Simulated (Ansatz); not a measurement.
Ideal-gas functions of ClFHOSn, SMILES `[OH][Sn]([F])[Cl]` radical at 400 K and 1 bar, from an Ansatz frequency run at PBE0-D4/def2-TZVP.

Molar mass 190.17 g/mol, point group C1 (symmetry number 1), electronic degeneracy 2, moments of inertia 108.111, 220.612, 278.18 u Å². Harmonic wavenumbers (cm⁻¹, unscaled): 109, 130, 159, 237, 360, 600, 605, 839, 3844.

Use S(trans) = R[1.5 ln M + 2.5 ln T − 1.1517]; rotational temperatures θ = 24.2544 K / I; S(rot) = R[ln(√π/σ · √(T³/θAθBθC)) + 1.5]; for each mode x = 1.438777 ν̃/T, S = R[x/(eˣ − 1) − ln(1 − e⁻ˣ)] and H = RT x/(eˣ − 1); 1 cm⁻¹ = 0.0119627 kJ/mol; R = 8.31446 J/(mol·K).

Problem. By hand: the entropy, in J/(mol·K).

Solution. Translation 180.4. Rotation: θ = 0.2243, 0.1099, 0.0872 K, giving 117.5. Vibration, mode by mode: 16.15, 14.71, 13.07, 9.89, 6.72, 3.36, 3.32, 1.71, 0.00, in all 68.9. Electronic 5.8. Sum 372.6 J/(mol·K).

Problem. By hand: H − E and G − E in kJ/mol, counted from the electronic energy.

Solution. Zero-point energy ½ × 6883 × 0.0119627 = 41.2; thermal vibration 13.9; translation, rotation and pV give 4 RT = 13.3. H − E = 68.4 kJ/mol, and G − E = 68.4 − 400 × 372.6/1000 = -80.6 kJ/mol.

Vibration gives 18 % of the entropy, 30.9 J/(mol·K) of it from the modes under 150 cm⁻¹: soft modes count most, and the harmonic formula is weakest for them. The sum counts one conformer and one mirror image; others add a mixing term.
